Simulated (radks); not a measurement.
All-electron atom: a nucleus of charge 13.2 with 12 electrons in [Ne] 3s2. Calculated with a radial shooting solver on a logarithmic mesh with Libxc functionals: non-relativistic Kohn-Sham, TPSS, spin-polarised, spherical densities, point nucleus; meta-GGA in the generalised Kohn-Sham scheme.

Normalised radial functions P(r) = r R(r), r in bohr:

r,1s
0.003791,0.3350
0.004819,0.4201
0.006127,0.5250
0.007788,0.6529
0.009981,0.8128
0.01269,0.9971
0.01613,1.2114
0.0205,1.4540
0.02607,1.7182
0.03314,1.9910
0.04246,2.2586
0.05398,2.4714
0.06862,2.5984
0.08724,2.5980
0.1109,2.4382
0.141,2.1129
0.1807,1.6398
0.2297,1.1291
0.292,0.6643
0.3712,0.3212
0.4718,0.1218
0.5998,0.0341
0.7625,0.0065
0.9771,0.0007
1.242,0.0000
1.579,0.0000
2.007,0.0000
2.552,0.0000
3.244,0.0000
4.157,0.0000
5.285,0.0000
6.719,0.0000

1s: eigenvalue -1578.0 eV, 0 radial nodes, <r> = 0.118 bohr, 90 % of the charge inside 0.212 bohr.
